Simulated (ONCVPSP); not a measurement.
**Hardness and transferability of assorted potentials**

Generated with ld1.x 7.5 (TM, RRKJ, ultrasoft, PAW), atompaw 4.2 or ONCVPSP 4.0.1. The cutoff is in Ry: for ld1.x and atompaw files where the sum of valence levels is converged to 10 mRy in a Bessel basis, for ONCV files where the hardest occupied wave has 1 mHa per electron of residual kinetic energy. The error is the largest all-electron minus pseudo excitation energy over each file’s own four to seven test configurations (ionisations up to +4, promotions, holes and added fractions of an electron), all of which were solved. The labels leave out finer settings (local radius, basis sizes, second energies), which also bear on the numbers. Spin-polarised tests are not counted. The rows are a selection from randomly drawn settings: files with unsolved tests, undetermined cutoffs or missed reference levels are left out.

A true bound ghost makes a file unfit for plane-wave use even where its test errors are small: the radial tests pick states by their node count and pass the ghost by.

```tsv
element	potential	cutoff (Ry)	largest error (meV)	bound ghosts
Li	ONCV, LDA (Perdew-Wang 92), scalar-relativistic, rc 0.95/0.75 (sp), local p, core correction no, reference 1s2 2s1, qcut 9.8/10.4, projectors 2/0	87	+612	none
Be	ONCV, LDA (Perdew-Wang 92), scalar-relativistic, rc 0.65/0.70 (sp), local smoothed, core correction no, reference 1s2 2s2, qcut 15.3/12.5, projectors 2/2	193	+710	none
B	ONCV, PW91, non-relativistic, rc 1.15/2.35/2.40 (spd), local smoothed, core correction no, reference 2s2 2p1, qcut 5.6/6.4/3.5, projectors 2/1/2	24	+127	none
Fe	ONCV, PBEsol, scalar-relativistic, rc 1.25/1.20/1.30 (spd), local smoothed, core correction yes, reference 3s2 3p6 3d6 4s2, qcut 11.1/9.6/10.8, projectors 2/2/2	100	+17	none
Cu	ONCV, PBE, scalar-relativistic, rc 1.75/1.50/1.50 (spd), local smoothed, core correction yes, reference 3d10 4s0.5, qcut 4.5/5.8/8.3, projectors 2/2/2	89	-100	s, p
La	ONCV, LDA (Perdew-Zunger), fully relativistic, rc 2.65/1.90/4.00/3.20 (spdf), local smoothed, core correction yes, reference 5s2 5p6 5d1.5 6s1.5, qcut 3.9/3.9/3.8/4, projectors 3/2/2/2	112	+2.3	none
```

Q: Fill in the row for Sb: ONCV, PBE, scalar-relativistic, rc 1.25/1.60/1.05/1.65 (spdf), local smoothed, core correction no, reference 4s2 4p6 4d10 5s2 5p3, qcut 7.7/7.6/8.3/5.8, projectors 2/3/2/3.

A: cutoff 238 Ry, largest error -11 meV, bound ghosts: f.
